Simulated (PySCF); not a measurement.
Cu (SMILES [Cu+]), charge +1, singlet.

The PySCF input:
```python
from pyscf import gto, scf, dft

mol = gto.M(
    atom='''
Cu    0.00000000    0.00000000    0.00000000
''',
    basis='cc-pvdz',
    charge=1,
    verbose=3,
)

mf = dft.RKS(mol)
mf.xc = 'b3lyp'
mf.kernel()
```

### Question
Predict the number of basis functions from B3LYP/cc-pVDZ run with PySCF.

### Answer
43

### Question
What total energy does B3LYP/cc-pVDZ give?

### Answer
-1640.282595 Ha

### Question
What HOMO-LUMO gap does B3LYP/cc-pVDZ give?

### Answer
4.77 eV

### Question
Give the HOMO energy at the level B3LYP/cc-pVDZ.

### Answer
-15.62 eV
